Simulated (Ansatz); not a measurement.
Reaction (redistribution): `C[SiH2][SiH2]Cl` + `OC[SiH2][AsH2]` → `C[SiH2][SiH2][AsH2]` + `OC[SiH2]Cl`

Gas-phase electronic energies from Ansatz, PBE0-D4/def2-TZVP geometries. CCSD(T)/CBS is the MP2 limit (def2-TZVPP, def2-QZVPP) plus CCSD(T) − MP2 in def2-TZVPP, frozen cores. This one scheme is used for every species. For As outer-core shells are correlated without core-valence functions, which leaves a few kJ/mol of doubt a bond. Scalar relativity is left out up to krypton. Each species was taken in one conformer, which may not be the lowest.

`C[SiH2][SiH2]Cl`:

Z-matrix (Å, degrees):
```
C
Si 1 1.873
H 1 1.092 2 110.9
H 1 1.092 2 110.3 3 -119.8
H 1 1.092 2 110.7 3 120.2
Si 2 2.339 1 110.4 3 62.3
H 2 1.491 1 111.2 3 -57.9
H 2 1.489 1 110.9 3 -178.1
Cl 6 2.071 2 107.9 1 53.6
H 6 1.485 2 113.2 1 172.5
H 6 1.487 2 112.4 1 -64.1
```

`OC[SiH2][AsH2]`:

Z-matrix (Å, degrees):
```
C
Si 1 1.891
O 1 1.417 2 108.7
H 1 1.100 2 108.4 3 121.7
H 1 1.099 2 108.7 3 -122.1
As 2 2.361 1 113.9 3 58.6
H 2 1.487 1 109.8 3 -62.9
H 2 1.490 1 107.8 3 179.0
H 3 0.960 1 108.8 2 -179.6
H 6 1.524 2 91.7 1 50.4
H 6 1.521 2 91.3 1 -42.0
```

`C[SiH2][SiH2][AsH2]`:

```xyz
13

C    -1.885    0.617   -0.767
Si   -0.703    0.920    0.658
Si    1.436    0.138    0.125
As    1.249   -2.152   -0.473
H    -1.558    1.152   -1.661
H    -1.935   -0.447   -1.009
H    -2.892    0.958   -0.515
H    -1.172    0.202    1.878
H    -0.641    2.372    0.986
H     1.954    0.850   -1.078
H     2.397    0.357    1.241
H     2.747   -2.399   -0.354
H     1.002   -2.570    0.970
```

`OC[SiH2]Cl`:

Cartesian coordinates in Å:
```
O 1.555 -0.795 -0.073
C 0.214 -0.808 0.381
Si -0.656 0.831 0.069
Cl -0.418 1.229 -1.946
H 1.557 -0.536 -1.000
H 0.246 -0.993 1.460
H -0.362 -1.633 -0.062
H -2.109 0.757 0.358
H -0.028 1.948 0.813
```

```tsv
level	ΔE (kJ/mol)
HF/def2-TZVPP	-5.9
CCSD(T)/def2-TZVPP	-10.9
```

(1) What does CCSD(T)/CBS give? (An estimate is asked.)

Largest T1 diagnostic among the species: 0.012.

Results:

(1) The calculation gave: -10.5 kJ/mol. The listed levels differ from it by 4.6, -0.4 kJ/mol.

In def2-TZVPP, CCSD(T) changes the Hartree–Fock value by −4.9 kJ/mol (the triples alone add −1.2 kJ/mol) and MP2 by −5.5 kJ/mol.
